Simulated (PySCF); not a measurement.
Ga(Br)(Me)(NH2) (CH₅BrGaN), SMILES [Ga]([NH2])([Br])[CH3].

The structure is a stationary point at TPSSh-D3(BJ)/def2-SVP. The structure was generated by enumeration; whether it is a known compound was not checked. The values are those of a single conformer.

Two levels are set side by side: TDA-PBE/def2-SVPD (PySCF) and TDA-CAM-B3LYP/def2-SVPD (PySCF). Vertical, same geometry. The lowest singlet is HOMO→LUMO 99 % with PBE and HOMO→LUMO 88 % with the other functional; states are paired by order. Differences are taken from unrounded values.

| quantity | TDA-CAM-B3LYP | TDA-PBE | TDA-PBE minus TDA-CAM-B3LYP |
|---|---|---|---|
| lowest singlet excitation (eV) | 5.98 | 5.02 | -0.95 |
| lowest triplet excitation (TDA) (eV) | 5.44 | 4.69 | -0.75 |
| first bright state (f over 0.05) (eV) | 6.66 | 5.84 | -0.82 |
| its oscillator strength | 0.15 | 0.11 | -0.03 |

A lower first singlet is the usual sign of a functional without exact exchange. Differences between two approximate levels are no errors against the true value.

Rough cost on one machine, each run with all the roots and properties that it gave: TDA-CAM-B3LYP against TDA-PBE about 5 times.
